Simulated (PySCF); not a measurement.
These are PBE-D3(BJ)/def2-TZVP // PBE-D3(BJ)/def2-SVP (PySCF) values and carry that method's errors. Isolated molecules, 0 K electronic values unless said otherwise. One relaxed conformer stands for a flexible species; it need not be the lowest. 

Reference species: [Ni(H2O)(NH3)5]2+ (singlet; the order of the spin states depends on the level) (charge +2, multiplicity 1).

| Property | Value |
|---|---|
| mean distance from the central atom to its bonded neighbours | 1.938 Å |
| charge on the central atom (meta-Löwdin) | 0.67 e |
| charge on the central atom (Mulliken) | 0.23 e |

Changed species: [Ni(H2O)2(NH3)4]2+ (near-degenerate singlet) (4 of 6 H2O replaced by NH3, multiplicity 1; the reference has 5 of 6 H2O replaced by NH3, multiplicity 1).

### Question
What does the change do to the mean distance from the central atom to its bonded neighbours, charge on the central atom (meta-Löwdin) and charge on the central atom (Mulliken)?

### Answer
the mean distance from the central atom to its bonded neighbours increases by 0.003 Å, to 1.941 Å; the charge on the central atom (meta-Löwdin) stays essentially unchanged; the charge on the central atom (Mulliken) stays essentially unchanged.
